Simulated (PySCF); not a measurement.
## SbOI3, singlet: molecular constants

Method: PySCF, PBE0, basis Sb def2-SVP with ECP28, O def2-SVP, I def2-SVP with ECP28 (scalar-relativistic core potentials, no spin–orbit coupling, density fitting).

The structure is a minimum.

```json
{"Point group": "C3v", "Bond lengths": "Sb–I 2.702 Å (×3), Sb–O 1.822 Å", "Bond angles": "I–Sb–I 103.5° (×3), I–Sb–O 114.9° (×3)", "Dipole moment": "3.15 D", "Enthalpy at 298.15 K above 0 K": "24.10 kJ/mol", "Entropy at 298.15 K and 1 bar": "422.4 J/(mol K)", "Lowest empty level": "-4.47 eV", "Atomisation energy without zero-point energy": "855 kJ/mol", "Rotational symmetry number": "3", "Principal polarisabilities": "95.3, 144.5, 144.5 bohr³", "Heat capacity Cp at 298.15 K": "99.2 J/(mol K)", "Principal quadrupole moments (Buckingham, traceless) about the centre of mass": "-14.79, 7.39, 7.39 D Å", "Highest occupied level": "-8.17 eV", "Rotational constants": "0.01227, 0.01227, 0.007376 cm⁻¹", "Zero-point energy": "11.8 kJ/mol"}
```

Harmonic modes (masses in u: Sb 120.904, O 15.995, I 126.904):
| symmetry | ω (cm⁻¹) | IR (km/mol, summed over degenerate members) | μ (u) | type |
| --- | --- | --- | --- | --- |
| e | 53 | 0.0 | 103.09 | bend |
| a1 | 78 | 0.2 | 97.87 | bend |
| e | 155 | 13.5 | 20.42 | bend |
| a1 | 182 | 2.9 | 94.11 | mixed |
| e | 224 | 133 | 72.09 | mixed |
| a1 | 850 | 38.9 | 17.84 | stretch |

In C3v the vibrations span 3e + 3a1.

Charges (e):
```csv
atom,Mulliken,Löwdin,polar tensor,Mayer order to Sb1
Sb1,0.76,0.49,1.84,–
O2,-0.50,-0.47,-0.66,1.73
"I3,4,5",-0.09,-0.01,-0.39,0.90
```

Mulliken populations on Sb1 (electrons outside its core potential): s 3.47, p 8.33, d 10.45.

Counting electrons, antimony keeps none of its valence electrons outside its bonds, so the VSEPR class is AX4 and the expected shape is tetrahedral; with unlike ligands the computed point group is C3v.

Only a few start shapes were tried, so a lower isomer may exist.

The final relaxation and frequency run took 89 s on 4 threads of a shared Arm Neoverse V1 host, with 118 basis functions and 13 gradients; the process peaked at 1.5 GiB. Launch command: `OMP_NUM_THREADS=4 python axn.py task.json out`.
